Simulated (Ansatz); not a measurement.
`C#[C][Ge]([F])([F])[C]#C` + H₂ → `C#[C][GeH]([F])[F]` + `C#C`  (hydrogenolysis of a Ge–C bond)

Computed with Ansatz on PBE0-D4/def2-TZVP structures; ΔE is electronic, products minus reactants. CBS: MP2 limit from def2 TZ/QZ plus the TZ coupled-cluster correction, frozen cores. This one scheme is used for every species. DFT in def2-TZVPP. HSE06 is defined as in plane-wave codes. For Ge outer-core shells are correlated without core-valence functions, which leaves a few kJ/mol of doubt a bond. Scalar relativity is left out up to krypton.

CCSD(T)/CBS gives -3.0 kJ/mol.

Question: Another level gave +8.1 kJ/mol. Which?
A. r2SCAN0-D4/def2-TZVPP
B. HSE06/def2-TZVPP
C. MP2/def2-TZVPP
D. HF/def2-TZVPP

Answer: C. MP2/def2-TZVPP 8.1, HSE06 -11.1, r2SCAN0-D4 -5.0, HF/def2-TZVPP -20.4 kJ/mol.

Question: What do rigid-rotor, harmonic-oscillator terms from PBE0-D4/def2-TZVP frequencies (298.15 K, 1 bar) make of the CCSD(T)/CBS value? (Estimate.)

Answer: Computed: ΔZPE = +15.3 kJ/mol, ΔH = +7.2 kJ/mol, ΔS = 25 J/(mol·K), ΔG = -0.2 kJ/mol.

Largest T1 diagnostic among the species: 0.013.

From r2SCAN to r2SCAN0 (25 % exact exchange), in def2-TZVPP and without D4, ΔE moves by −3.1 kJ/mol. Leaving LDA and LC-ωPBE aside and taking each functional with its dispersion term where it has one, the values, not all of them listed here, spread over 11.0 kJ/mol, from CAM-B3LYP-D4 to revPBE-D4.

CCSD(T)/CBS has its own doubt, a few kJ/mol and more with outer-core shells, so smaller differences from it don't rank the levels.
